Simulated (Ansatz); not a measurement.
`C[SiH2][SiH2]Cl` + `N[SiH3]` → `[SiH3]N[SiH2]Cl` + `C[SiH3]` at 700 K and 1 bar (cleavage of the Si–Si bond).

Program: Ansatz. Geometries: PBE0-D4/def2-TZVP. ΔE: electronic, gas phase. CBS: MP2 limit from def2 TZ/QZ plus the TZ coupled-cluster correction, frozen cores. This one scheme is used for every species. Each species was taken in one conformer, which may not be the lowest.

```json
{"species": "`C[SiH2][SiH2]Cl`", "CCSD(T)/CBS energy (Eh)": "-1080.25285", "H − E (kJ/mol)": "273.7", "S (J/(mol·K))": "487.5"}
{"species": "`N[SiH3]`", "CCSD(T)/CBS energy (Eh)": "-346.80422", "H − E (kJ/mol)": "180.7", "S (J/(mol·K))": "336.3"}
{"species": "`[SiH3]N[SiH2]Cl`", "CCSD(T)/CBS energy (Eh)": "-1096.34659", "H − E (kJ/mol)": "237.1", "S (J/(mol·K))": "470.7"}
{"species": "`C[SiH3]`", "CCSD(T)/CBS energy (Eh)": "-330.73916", "H − E (kJ/mol)": "210.8", "S (J/(mol·K))": "332.0"}
```

H − E and S are ideal-gas, rigid-rotor, harmonic terms from PBE0-D4/def2-TZVP, for one conformer and one mirror image of each species. 1 Eh = 2625.50 kJ/mol, R = 8.31446 J/(mol·K).

Problem. By hand: ΔE, ΔH, ΔS and ΔG.

Solution. ΔE = (-1096.34659) + (-330.73916) − (-1080.25285) − (-346.80422) = -0.02868 Eh = -75.3 kJ/mol. Δ(H − E) = 237.1 + 210.8 − 273.7 − 180.7 = -6.5, so ΔH = -81.8 kJ/mol. ΔS = 470.7 + 332.0 − 487.5 − 336.3 = -21.1 J/(mol·K). ΔG = -81.8 − 700 × (-21.1)/1000 = -67.0 kJ/mol.

Problem. By hand: the equilibrium constant, and the temperature at which ΔG would vanish if ΔH and ΔS stayed fixed.

Solution. log₁₀ K = −ΔG/(RT ln 10) = 5.0. ΔG = 0 at ΔH/ΔS = 3877 K, far beyond where these terms or the molecules hold.

ΔH outweighs TΔS. A doubt of 5 kJ/mol in ΔE shifts log₁₀ K by 0.4 here. Other conformers and mirror images would add mixing entropy, several J/(mol·K) or more a flexible species. Modes under 60 cm⁻¹, often nearly free rotors, make the harmonic entropy too high. These are equilibria of isolated gas molecules and say nothing of rates. Largest T1 diagnostic: 0.010 (customary marks: 0.02 for closed shells, 0.045 for open ones).
